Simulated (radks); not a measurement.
Charge is removed step by step from the 5p down level of Xe+, starting from [Kr] 4d10 5s2 5p(up 3, down 2). Calculated with a radial shooting solver on a logarithmic mesh with Libxc functionals: scalar-relativistic Kohn-Sham, SCAN, spin-polarised, spherical densities, finite nucleus; meta-GGA in the generalised Kohn-Sham scheme; Fermi nuclear charge, rms radius 4.7859 fm.

| removed (e) | E - E(0) (eV) | eigenvalue (eV) | E minus straight line (eV) |
|---|---|---|---|
| 0 | 0.000 | -16.850 | 0.000 |
| 0.125 | 2.194 | -17.931 | -0.462 |
| 0.25 | 4.492 | -19.020 | -0.819 |
| 0.375 | 6.947 | -20.117 | -1.019 |
| 0.5 | 9.509 | -21.221 | -1.113 |
| 0.625 | 12.241 | -22.331 | -1.037 |
| 0.75 | 15.107 | -23.448 | -0.827 |
| 0.875 | 18.109 | -24.569 | -0.480 |
| 1 | 21.245 | -25.695 | 0.000 |

Removing the whole electron costs 21.245 eV by Delta-SCF, against 16.850 eV from minus the eigenvalue at the starting occupation. Slater's transition state (half an electron removed) gives 21.221 eV. Integrating minus the eigenvalue over the occupation (Janak's theorem) gives 21.238 eV. In this scalar-relativistic scheme the density is built from large components alone, so the theorem holds only approximately. The mean slope of the eigenvalue, de/dn, is 8.84 eV per electron. Ionisation energy of Xe+ in the NIST Atomic Spectra Database: 20.975 eV (semi-empirical).
